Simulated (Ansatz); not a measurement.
Gas-phase electronic energies from Ansatz, PBE0-D4/def2-TZVP geometries. CCSD(T)/CBS adds triple-zeta CCSD(T) − MP2 to the extrapolated MP2 energy (def2 sets, frozen cores). DFT in def2-TZVPP. Elements past krypton have def2 core potentials. For Ga, Sn outer-core shells are correlated without core-valence functions, which leaves a few kJ/mol of doubt a bond. Scalar relativity is left out up to krypton. Each species was taken in one conformer, which may not be the lowest.

Consider the redistribution: `C[SiH2][SnH2][CH3]` + `[F][Ga]([Cl])[Cl]` → `[CH3][SnH2][Cl]` + `C[SiH2][Ga]([F])[Cl]`.

`C[SiH2][SnH2][CH3]`:

Z-matrix (Å, degrees):
```
C
Si 1 1.879
H 1 1.092 2 110.8
H 1 1.092 2 110.7 3 120.0
H 1 1.092 2 110.8 3 -120.0
Sn 2 2.566 1 111.4 3 59.6
H 2 1.491 1 109.8 3 -60.9
H 2 1.490 1 110.1 3 -178.7
C 6 2.149 2 110.9 1 -58.4
H 6 1.716 2 110.5 1 61.5
H 6 1.714 2 111.4 1 -179.5
H 9 1.090 6 110.0 2 -59.8
H 9 1.090 6 110.0 2 60.2
H 9 1.090 6 109.9 2 -179.9
```

`[F][Ga]([Cl])[Cl]`:

Cartesian coordinates in Å:
```
F 1.611 -0.269 -0.752
Ga 0.058 -0.010 -0.027
Cl -0.481 1.954 0.500
Cl -1.189 -1.676 0.279
```

`[CH3][SnH2][Cl]`:

Z-matrix (Å, degrees):
```
C
Sn 1 2.127
H 1 1.091 2 110.1
H 1 1.089 2 109.2 3 -120.2
H 1 1.089 2 109.3 3 120.2
Cl 2 2.342 1 105.7 3 179.3
H 2 1.705 1 113.6 3 64.1
H 2 1.705 1 113.7 3 -65.4
```

`C[SiH2][Ga]([F])[Cl]`:

Z-matrix (Å, degrees):
```
C
Si 1 1.870
H 1 1.091 2 110.9
H 1 1.091 2 110.9 3 120.0
H 1 1.092 2 110.2 3 -120.0
Ga 2 2.397 1 111.4 3 -60.0
H 2 1.488 1 111.9 3 59.3
H 2 1.488 1 111.9 3 -179.1
Cl 6 2.142 2 127.4 1 179.5
F 6 1.757 2 121.5 1 -0.5
```

```csv
species,PBE-D4 energy (Eh)
`C[SiH2][SnH2][CH3]`,-585.78463
`[F][Ga]([Cl])[Cl]`,-2944.56725
`[CH3][SnH2][Cl]`,-715.42434
`C[SiH2][Ga]([F])[Cl]`,-2814.93228
```

(1) Work out ΔE.

Largest T1 diagnostic among the species: 0.013.

Results:

(1) ΔE = (-715.42434) + (-2814.93228) − (-585.78463) − (-2944.56725) = -0.00474 Eh = -0.13 eV. CCSD(T)/CBS gives -0.08 eV.

From PBE to PBE0 (25 % exact exchange), in def2-TZVPP and without D4, ΔE moves by +0.05 eV. In def2-TZVPP, CCSD(T) changes the Hartree–Fock value by +0.07 eV (the triples alone add +0.01 eV) and MP2 by +0.09 eV.
